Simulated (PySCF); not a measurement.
# Krypton: a sound run and one with changed settings

Sound run: Kr²⁺ [Ar] 3d10 4s2 4p4, Kr³⁺ [Ar] 3d10 4s2 4p3. Calculation: PySCF 2.14, in jorge-DZP-DKH; the spin-free X2C one-electron Hamiltonian (Gaussian nucleus). In the sound run the correlated levels freeze [Ar] 3d10. The sound run starts from symmetry-adapted Hartree-Fock orbitals and uses a fine grid where one is needed.

Changed run: basis STO-3G, all-electron and non-relativistic. This setting is unsound on purpose.

```tsv
species	method	sound run (hartree)	changed run (hartree)	converged
Kr²⁺	UHF	-2786.66918	-2721.45462	yes
Kr²⁺	BP86	-2788.78553	-2722.91453	yes
Kr²⁺	LDA	-2784.55662	-2718.80507	yes
Kr²⁺	MP2	-2786.70492	-2721.45462	yes
Kr³⁺	UHF	-2785.41428	-2720.16316	yes
Kr³⁺	BP86	-2787.47723	-2721.56503	yes
Kr³⁺	LDA	-2783.24363	-2717.45799	yes
Kr³⁺	MP2	-2785.44442	-2720.16316	yes
```

Ionisation energy of Kr²⁺:

```tsv
method	sound run (eV)	changed run (eV)
UHF	34.148	35.142
BP86	35.601	36.722
LDA	35.728	36.656
MP2	34.300	35.142
SCS-MP2	34.306	35.142
```

A minimal basis cannot let orbitals breathe on ionisation and holds almost no correlation. The Hamiltonian changed with the basis, so the totals do not compare.

For comparison, NIST gives 35.838 ± 0.02 eV between the lowest levels.
